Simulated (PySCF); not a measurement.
Atomic charges against the basis set

CH7NO2Si2.
Atom-mapped SMILES: `[NH2:1][Si@H:2]([CH:3]=[O:4])[O:5][SiH3:6]` (hydrogens: H7, H8 on N1; H9 on Si2; H10 on C3; H11, H12, H13 on Si6)

PBE0 throughout (PySCF), one geometry, spherical d and f functions. The structure is a single PBE0-D3(BJ)/def2-SVP conformer in the gas phase; no vibrational or solvent corrections. Atoms taken as equivalent share a column and are averaged. The first 7 of 10 kinds of atom are listed.

Mulliken charges (e):

```csv
basis,functions,N1,Si2,C3,O4,O5,Si6,H7/H8
STO-3G,45,-0.614,+0.873,-0.081,-0.183,-0.522,+0.646,+0.177
6-31G,76,-1.043,+1.211,-0.073,-0.365,-0.937,+0.837,+0.359
pcSseg-0,76,-1.113,+1.538,-0.263,-0.439,-1.008,+0.780,+0.341
6-31G*,106,-0.940,+0.861,+0.014,-0.361,-0.680,+0.575,+0.369
cc-pVDZ,127,-0.310,+0.609,+0.018,-0.207,-0.520,+0.425,+0.119
def2-SVP,127,-0.426,+0.778,-0.040,-0.234,-0.590,+0.556,+0.152
aug-cc-pVDZ,209,-0.308,+0.858,+0.502,-0.479,-1.084,-0.272,-0.010
"6-311+G(2d,p)",220,-0.900,+1.224,-0.119,-0.321,-0.910,+0.673,+0.253
def2-TZVP,240,-0.631,+0.513,+0.038,-0.271,-0.413,+0.299,+0.256
cc-pVTZ,286,-0.357,+0.442,+0.055,-0.253,-0.360,+0.268,+0.160
IGLO-III,298,-0.680,+1.093,+0.035,-0.379,-0.703,+0.867,+0.205
pcSseg-2,328,-0.592,+0.909,+0.127,-0.362,-0.715,+0.794,+0.188
```

IAO charges (e):

| basis | functions | N1 | Si2 | C3 | O4 | O5 | Si6 | H7/H8 |
| --- | --- | --- | --- | --- | --- | --- | --- | --- |
| STO-3G | 45 | -0.706 | +1.023 | -0.157 | -0.179 | -0.698 | +0.763 | +0.203 |
| 6-31G | 76 | -0.830 | +1.038 | -0.039 | -0.331 | -0.813 | +0.689 | +0.284 |
| pcSseg-0 | 76 | -0.804 | +1.065 | -0.053 | -0.317 | -0.817 | +0.686 | +0.270 |
| 6-31G* | 106 | -0.845 | +1.153 | -0.014 | -0.357 | -0.867 | +0.829 | +0.278 |
| cc-pVDZ | 127 | -0.837 | +1.139 | -0.012 | -0.350 | -0.863 | +0.819 | +0.276 |
| def2-SVP | 127 | -0.830 | +1.152 | -0.015 | -0.350 | -0.862 | +0.838 | +0.272 |
| aug-cc-pVDZ | 209 | -0.866 | +1.148 | -0.003 | -0.371 | -0.872 | +0.820 | +0.287 |
| 6-311+G(2d,p) | 220 | -0.877 | +1.182 | -0.010 | -0.373 | -0.889 | +0.856 | +0.288 |
| def2-TZVP | 240 | -0.876 | +1.195 | -0.012 | -0.372 | -0.893 | +0.867 | +0.287 |
| cc-pVTZ | 286 | -0.870 | +1.182 | -0.012 | -0.368 | -0.886 | +0.851 | +0.286 |
| IGLO-III | 298 | -0.880 | +1.192 | -0.012 | -0.374 | -0.892 | +0.864 | +0.289 |
| pcSseg-2 | 328 | -0.879 | +1.193 | -0.012 | -0.373 | -0.891 | +0.865 | +0.288 |

Hirshfeld charges (e):

```csv
basis,functions,N1,Si2,C3,O4,O5,Si6,H7/H8
STO-3G,45,-0.327,+0.525,+0.006,-0.137,-0.328,+0.431,+0.096
6-31G,76,-0.312,+0.439,+0.051,-0.198,-0.367,+0.380,+0.122
pcSseg-0,76,-0.313,+0.456,+0.043,-0.191,-0.345,+0.400,+0.119
6-31G*,106,-0.299,+0.405,+0.056,-0.200,-0.319,+0.364,+0.126
cc-pVDZ,127,-0.302,+0.421,+0.045,-0.186,-0.304,+0.368,+0.123
def2-SVP,127,-0.304,+0.427,+0.049,-0.195,-0.303,+0.376,+0.123
aug-cc-pVDZ,209,-0.316,+0.446,+0.045,-0.202,-0.329,+0.379,+0.121
"6-311+G(2d,p)",220,-0.310,+0.441,+0.047,-0.206,-0.328,+0.382,+0.121
def2-TZVP,240,-0.311,+0.434,+0.047,-0.203,-0.317,+0.374,+0.123
cc-pVTZ,286,-0.312,+0.434,+0.046,-0.199,-0.313,+0.371,+0.123
IGLO-III,298,-0.312,+0.436,+0.046,-0.205,-0.314,+0.370,+0.121
pcSseg-2,328,-0.316,+0.444,+0.046,-0.203,-0.324,+0.380,+0.122
```

ESP-fitted charges (e):

| basis | functions | N1 | Si2 | C3 | O4 | O5 | Si6 | H7/H8 |
| --- | --- | --- | --- | --- | --- | --- | --- | --- |
| STO-3G | 45 | -0.651 | +0.669 | +0.119 | -0.219 | -0.394 | +0.455 | +0.230 |
| 6-31G | 76 | -1.035 | +0.783 | +0.262 | -0.380 | -0.650 | +0.668 | +0.403 |
| pcSseg-0 | 76 | -0.989 | +0.900 | +0.213 | -0.386 | -0.660 | +0.769 | +0.374 |
| 6-31G* | 106 | -1.023 | +0.694 | +0.194 | -0.332 | -0.462 | +0.502 | +0.406 |
| cc-pVDZ | 127 | -0.884 | +0.630 | +0.194 | -0.323 | -0.409 | +0.421 | +0.356 |
| def2-SVP | 127 | -0.891 | +0.673 | +0.214 | -0.343 | -0.444 | +0.500 | +0.355 |
| aug-cc-pVDZ | 209 | -0.969 | +0.674 | +0.218 | -0.353 | -0.414 | +0.448 | +0.377 |
| 6-311+G(2d,p) | 220 | -1.018 | +0.705 | +0.189 | -0.349 | -0.425 | +0.443 | +0.397 |
| def2-TZVP | 240 | -0.991 | +0.683 | +0.199 | -0.346 | -0.407 | +0.443 | +0.389 |
| cc-pVTZ | 286 | -0.954 | +0.682 | +0.188 | -0.337 | -0.408 | +0.448 | +0.375 |
| IGLO-III | 298 | -0.984 | +0.672 | +0.201 | -0.349 | -0.403 | +0.442 | +0.386 |
| pcSseg-2 | 328 | -1.004 | +0.730 | +0.202 | -0.354 | -0.456 | +0.505 | +0.388 |

Some averages cover members that differ in this geometry, most widely: H7/H8, Mulliken in aug-cc-pVDZ -0.068 to +0.047; H7/H8, ESP-fitted in 6-31G +0.365 to +0.440; H7/H8, ESP-fitted in pcSseg-0 +0.340 to +0.408; H7/H8, ESP-fitted in pcSseg-2 +0.357 to +0.419 e.

Which scheme is steadiest as the basis changes?

Largest range over the bases for any column: Hirshfeld 0.12 e, IAO 0.20 e, ESP-fitted 0.38 e, Mulliken 1.14 e. Hirshfeld charges move least and Mulliken charges most, counted in e. Without the minimal STO-3G basis the ranges are Hirshfeld 0.06, IAO 0.18, ESP-fitted 0.35, Mulliken 1.14 e.

How much do the charges still move between the two largest bases, IGLO-III and pcSseg-2?

At most, over all atoms: Mulliken 0.184 e, IAO 0.001 e, Hirshfeld 0.011 e, ESP-fitted 0.063 e.

What do the same runs give for the total energy, the frontier levels and the dipole moment?

| basis | energy (Eh) | HOMO (eV) | LUMO (eV) | μ (D) |
| --- | --- | --- | --- | --- |
| STO-3G | -816.0290 | -3.29 | 2.44 | 1.11 |
| 6-31G | -825.8481 | -6.92 | -1.50 | 1.48 |
| pcSseg-0 | -824.7786 | -7.00 | -1.56 | 1.55 |
| 6-31G* | -826.0152 | -6.78 | -1.29 | 1.47 |
| cc-pVDZ | -826.0594 | -6.79 | -1.34 | 1.43 |
| def2-SVP | -825.6937 | -6.89 | -1.43 | 1.48 |
| aug-cc-pVDZ | -826.0877 | -7.07 | -1.74 | 1.50 |
| 6-311+G(2d,p) | -826.1702 | -7.10 | -1.77 | 1.55 |
| def2-TZVP | -826.2004 | -7.05 | -1.68 | 1.52 |
| cc-pVTZ | -826.1893 | -7.00 | -1.60 | 1.48 |
| IGLO-III | -826.2040 | -7.07 | -1.72 | 1.54 |
| pcSseg-2 | -826.2135 | -7.09 | -1.74 | 1.54 |

The dipole is fixed by the density alone, so its range of 0.44 D shows that the density itself changes with the basis, not only its division among atoms.
